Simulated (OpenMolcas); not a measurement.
**Lines of Bi II: computed and rescaled rates**

| Property | Result |
| --- | --- |
| Program | OpenMolcas 26.06 |
| Method | RASSCF |
| Basis | ANO-RCC-VTZP [8s7p5d3f2g] |
| Scalar Hamiltonian | DKH2, point nucleus |
| Active space | 4 electrons in 9 orbitals (RAS2 6s 6p; RAS3 6d, at most 2 electrons) |
| State averaging | 2S+1 = 3 even, 3 roots; 2S+1 = 1 even, 6 roots kept (CI in the orbitals of an earlier block); 2S+1 = 5 odd, 1 root |
| Spin-orbit coupling | RASSI with atomic mean-field integrals over the reference wave functions, term energies averaged over their components |

Rates come from the transition moments of the reference wave functions (E1 and E2 in the length form). At fixed line strength A goes as λ^-3 for E1 and M1 and as λ^-5 for E2, so a rate at the computed wavelength can be rescaled to the measured one. Measured vacuum wavelengths follow from level energies in NIST Handbook of Basic Atomic Spectroscopic Data. Branching counts decays inside the model space alone, at computed energies, and the table is only a selection of the E2 and M1 lines, drawn from those between levels with measured partners whose computed energy lies within a factor of 1.5 of the measured one.

| Upper | Lower | Type | λ computed (nm) | λ measured (nm) | A computed (s-1) | A rescaled (s-1) | Branching % |
| --- | --- | --- | --- | --- | --- | --- | --- |
| 6s2 6p2 1S0 | 6s2 6p2 3P1 | M1 | 315 | 324.2 | 2.35e+02 |  | 86.1 |
| 6s2 6p2 1D2 [63 %] | 6s2 6p2 3P1 | M1 | 507.3 | 485.1 | 3.89e+01 |  | 52.0 |
| 6s2 6p2 1S0 | 6s2 6p2 3P2 [63 %] | E2 | 369.2 | 368.4 | 3.55e+01 |  | 13.0 |
| 6s2 6p2 1D2 [63 %] | 6s2 6p2 3P2 [63 %] | M1 | 664.6 | 591.5 | 3.25e+01 |  | 43.4 |
| 6s2 6p2 3P1 | 6s2 6p2 3P0 | M1 | 914.6 | 750.4 | 2.04e+01 | 3.69e+01 | 100.0 |
| 6s2 6p2 1S0 | 6s2 6p2 1D2 [63 %] | E2 | 830.8 | 977 | 2.42e+00 | 1.08e+00 | 0.9 |
| 6s2 6p2 1D2 [63 %] | 6s2 6p2 3P2 [63 %] | E2 | 664.6 | 591.5 | 1.86e+00 |  | 2.5 |
| 6s2 6p2 1D2 [63 %] | 6s2 6p2 3P1 | E2 | 507.3 | 485.1 | 1.62e+00 |  | 2.2 |
| 6s2 6p2 3P2 [63 %] | 6s2 6p2 3P1 | M1 | 2143 | 2698 | 8.60e-01 | 4.31e-01 | 50.2 |
| 6s2 6p2 3P2 [63 %] | 6s2 6p2 3P0 | E2 | 641.1 | 587.1 | 8.51e-01 | 1.32e+00 | 49.7 |

Spin-changing lines and M1 lines between different terms are not rescaled, since their strength hangs on the term gaps too.

The largest correction is for 6s2 6p2 1S0 → 6s2 6p2 1D2 [63 %] (E2): 2.42e+00 × (830.8 / 977)^5 = 1.08e+00 s-1, a factor of 0.44.

No measured rate stands beside these. Rescaling mends the energy factor alone: line strengths can still be far off where a level mixes with configurations outside the active space, and weak or spin-changing lines hang on small mixing coefficients that depend on the term gaps too, so rescaling need not improve them.

Terms from blocks run as CI alone lack orbitals of their own. Active for correlation alone: 6d; no level in the range computed is led by a configuration that fills it, so any true level of that kind is missing. Spin-orbit splittings of 6p shells tend to come out small when the coupling is added on scalar orbitals. Measured partners are found by configuration, term and J. A level has none where our copy of the source lacks it or the pairing is in doubt (some pairs that miss far off the trend of their configuration count as doubtful). Where the source uses jj or jK labels, the order within each J decides. Levels of configurations outside the active space are missing.

A share in square brackets marks a mixed level and gives the weight of the term that names it.
